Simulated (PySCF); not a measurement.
Compound: C₅H₁₂FNSi₂.
Z-matrix (Å and degrees, GFN2-xTB geometry), rows numbered from 1:
```
C 
N   1  1.2488
Si  2  1.7197  1  133.68
C   3  1.8992  2  107.51  1  -134.21
C   4  1.5199  3  103.39  2   -99.83
F   5  1.3876  4  110.62  3  -157.18
C   5  1.5231  4  109.22  3   -35.76
C   7  1.5279  5  107.80  4    52.78
Si  8  1.8971  3  117.79  2  -108.61
H   1  1.0867  2  119.23  3  -178.56
H   1  1.0922  2  124.63  3     1.69
H   3  1.4703  2  119.19  1    -5.55
H   4  1.0892  3  110.53  2   144.51
H   4  1.0870  3  115.89  2    21.96
H   5  1.0967  4  110.92  3    86.06
H   7  1.0927  5  107.99  4   -66.62
H   7  1.0917  5  110.68  4   175.58
H   8  1.0945  3  107.53  2    13.60
H   9  1.4644  8  109.56  3   -58.67
H   9  1.4646  8  108.97  3    61.55
H   9  1.4661  8  109.68  3  -178.35
```

Computed at PBE0/pcSseg-1 (PySCF, non-relativistic), with Q(14N) = 0.02044 b: N2, 14N (I = 1): χzz = -4.893 MHz, η = 0.804.

Question: Find the zero-field quadrupole resonance frequencies of 14N at N2.

Answer: From ν± = (3/4)|χ|(1 ± η/3) and ν0 = |χ|η/2: ν+ 4.654 MHz, ν− 2.686 MHz, ν0 1.968 MHz (C=N nitrogen).

In a crystal, neighbours and librations shift these lines. Geometry: GFN2-xTB, one conformer, isolated molecule. GFN2-xTB bond lengths can be off by several hundredths of an ångström, more for odd bonds, and the gradients follow them. The basis is small and wasn't made for field gradients, so the couplings can be 20 % off.
